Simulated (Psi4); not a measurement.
HCl2OTi (SMILES [OH][Ti]([Cl])[Cl]), doublet, at a GFN2-xTB geometry (such geometries of metal compounds can be far from the true shape) (the multiplicity is a formal guess).

Here is a job for Psi4.
```
memory 2 GB

molecule {
0 2
Ti    0.31969214   -0.13895129    0.19185258
Cl   -1.54257096   -1.12716646    0.02465662
Cl    0.20257601    1.70958311   -0.82880992
O     1.66417554   -0.72331881    0.99869947
H     2.43328269   -1.05760426    1.46025349
}

set {
  basis cc-pvdz
  reference uks
}

energy('r2scan')
print_variables()
```

Q: What is the computed dipole moment (R2SCAN/cc-pVDZ run with Psi4)?

A: 3.61 D

Q: Give the <S^2> at the level R2SCAN/cc-pVDZ.

A: 0.755

Q: Give the number of basis functions at the level R2SCAN/cc-pVDZ.

A: 98

Q: Give the total energy at the level R2SCAN/cc-pVDZ.

A: -1845.7823 Eh

These values belong to the state on which the SCF converged, which isn't shown to be the lowest.
